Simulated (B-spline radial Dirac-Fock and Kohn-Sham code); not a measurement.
**Ta 4d5/2: cross section and angular parameters**

System: the Ta atom, [Xe] 4f14 5d3 6s2; threshold 226.4 eV (tabulated edge). Model: Dirac-Hartree-Slater photoionisation with a Latter tail; cross sections with all multipoles, angular parameters from the dipole term and its interference with E2. Program: a radial B-spline solver.

Input file task.json (cfg lists n, l and occupation; rrms is the nuclear radius in fm):

```json
{"items": [{
  "Z": 73,
  "q": 0,
  "cfg": [[1, 0, 2], [2, 0, 2], [2, 1, 6], [3, 0, 2], [3, 1, 6], [3, 2, 10], [4, 0, 2], [4, 1, 6], [4, 2, 10], [4, 3, 14], [5, 0, 2], [5, 1, 6], [5, 2, 3], [6, 0, 2]],
  "A": 181,
  "rrms": 5.3507,
  "do": "xps",
  "hv": [52.2, 52.4, 60, 80, 100, 113.0, 130.0, 164.0, 199.0, 222.0, 253.0, 260.0, 300, 375.0, 576.0, 632.0, 949.0, 990.0, 1040.0, 1240.0, 2000, 2230.0, 2710.0, 4000, 5760.0, 6280.0, 8047.8, 9251.7, 9640.0, 10900.0],
  "edges": {"K": 67416.0, "L1": 11682.0, "L2": 11136.0, "L3": 9881.0, "M1": 2708.0, "M2": 2469.0, "M3": 2194.0, "M4": 1793.0, "M5": 1735.0, "N1": 563.4, "N2": 463.4, "N3": 400.9, "N4": 237.9, "N5": 226.4, "O1": 69.7}
}]}
```

Launch: `python xray2_run.py task.json out`

For linearly polarised light dσ/dΩ = σ/(4π) [1 + β P₂(cos θ) + (δ + γ cos²θ) sin θ cos φ], with θ from the polarisation vector and φ the angle between the beam and the projection of the electron momentum on the plane normal to the polarisation.

```tsv
hν (eV)	σ (kb)	β	γ	δ
253	255	0.183	0.071	0.001
260	229	0.444	0.085	-0.001
300	176	-0.562	-0.148	0.073
375	?	?	?	?
576	397	0.483	0.181	0.061
632	384	0.636	0.182	0.044
949	260	1.070	0.039	0.006
990	246	1.099	0.023	0.005
1040	229	1.131	0.006	0.004
1240	174	1.222	-0.037	0.005
2000	68.3	1.341	0.025	0.021
2230	53.5	1.348	0.076	0.026
2710	33.6	1.345	0.195	0.037
4000	12.2	1.294	0.522	0.065
5760	4.28	1.201	0.898	0.104
6280	3.30	1.174	0.991	0.116
8047.8	1.52	1.090	1.262	0.156
9251.7	0.972	1.039	1.415	0.184
9640	0.850	1.024	1.460	0.192
10900	0.565	0.977	1.595	0.221
```

Q: Give the values at 375 eV.

A: σ = 288 kb, β = -0.711, γ = -0.196, δ = 0.156.

Values without a named source are computed, but for edge energies of neutral atoms, which are taken from tables.
